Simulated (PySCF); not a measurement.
Steps of a relaxation of Hg4O4

Hg4O4 (singlet). PySCF 2.14.0, RKS TPSS, Hg def2-SVP with ECP60, O def2-SVP; non-relativistic Hamiltonian with scalar-relativistic core potentials where named; density fitting; no spin-orbit coupling. Origin of the start: template. Columns: position (Å) and force (eV/Å). Energies are counted from the last step; some of the 10 steps are shown. Forces carry noise of the integration grid, about 0.01 to 0.03 eV/Å.

Run from Python with OMP_NUM_THREADS=4. Where DIIS fails, smearing, a level shift and second-order steps follow.
It took 2.5 min on 4 threads of Intel(R) Xeon(R) 6975P-C (Granite Rapids), with other jobs on the host, from the converged density of the start.

```xyz
8
step 0  E = 11.908 eV
Hg    0.9476    0.9476    0.9476     8.66    8.66    8.66
Hg    0.9476   -0.9476   -0.9476     8.66   -8.66   -8.66
Hg   -0.9476    0.9476   -0.9476    -8.66    8.66   -8.66
Hg   -0.9476   -0.9476    0.9476    -8.66   -8.66    8.66
O     0.9950    0.9950   -0.9950     6.31    6.31   -6.31
O     0.9950   -0.9950    0.9950     6.31   -6.31    6.31
O    -0.9950    0.9950    0.9950    -6.31    6.31    6.31
O    -0.9950   -0.9950   -0.9950    -6.31   -6.31   -6.31
```

```xyz
8
step 3  E = 0.228 eV
Hg    1.0886    1.0886    1.0886     0.63    0.63    0.63
Hg    1.0886   -1.0886   -1.0886     0.63   -0.63   -0.63
Hg   -1.0886    1.0886   -1.0886    -0.63    0.63   -0.63
Hg   -1.0886   -1.0886    1.0886    -0.63   -0.63    0.63
O     1.1493    1.1493   -1.1493     0.58    0.58   -0.58
O     1.1493   -1.1493    1.1493     0.58   -0.58    0.58
O    -1.1493    1.1493    1.1493    -0.58    0.58    0.58
O    -1.1493   -1.1493   -1.1493    -0.58   -0.58   -0.58
```

```xyz
8
step 6  E = 0.002 eV
Hg    1.1153    1.1153    1.1153    -0.04   -0.04   -0.04
Hg    1.1153   -1.1153   -1.1153    -0.04    0.04    0.04
Hg   -1.1153    1.1153   -1.1153     0.04   -0.04    0.04
Hg   -1.1153   -1.1153    1.1153     0.04    0.04   -0.04
O     1.1885    1.1885   -1.1885     0.03    0.03   -0.03
O     1.1885   -1.1885    1.1885     0.03   -0.03    0.03
O    -1.1885    1.1885    1.1885    -0.03    0.03    0.03
O    -1.1885   -1.1885   -1.1885    -0.03   -0.03   -0.03
```

Where does the relaxation end?

It converges at step 9 in Td:
```xyz
8
step 9  E = 0
Hg    1.1114    1.1114    1.1114
Hg    1.1114   -1.1114   -1.1114
Hg   -1.1114    1.1114   -1.1114
Hg   -1.1114   -1.1114    1.1114
O     1.1937    1.1937   -1.1937
O     1.1937   -1.1937    1.1937
O    -1.1937    1.1937    1.1937
O    -1.1937   -1.1937   -1.1937
```

No frequency check is given that shows the relaxed geometry to be a minimum.
